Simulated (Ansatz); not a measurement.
Mulliken charges of CH5AlOS (`C[S][AlH][OH]`) from r2SCAN/def2-TZVPP in Ansatz (PBE0-D4/def2-TZVP geometry).

```tsv
atom	x (Å)	y (Å)	z (Å)	charge (e)
C1	-0.009	1.007	-1.461	-0.125
S2	0.174	1.152	0.347	-0.267
Al3	-0.011	-0.933	0.925	0.539
O4	0.086	-1.397	2.548	-0.432
H5	-0.143	-0.030	-1.773	0.084
H6	-0.875	1.587	-1.775	0.085
H7	0.886	1.407	-1.936	0.085
H8	-0.240	-2.040	-0.172	-0.156
H9	0.222	-0.799	3.280	0.189
```

**Question.** By hand: the dipole of these point charges (1 e Å = 4.8032 D).

**Answer.** Σ q r = (-0.020, 0.086, -0.330) e Å, of length 0.342 e Å = 1.64 D.

**Question.** How does the dipole of the full density compare? (Best estimate.)

**Answer.** Computed: (0.000, 0.127, -0.164) e Å, 1.00 D; the point charges give 1.64 times that, at 23° from its direction.

Point charges leave out the atoms' own dipoles, such as those of lone pairs, and Mulliken's split depends on the basis, so the two needn't agree.
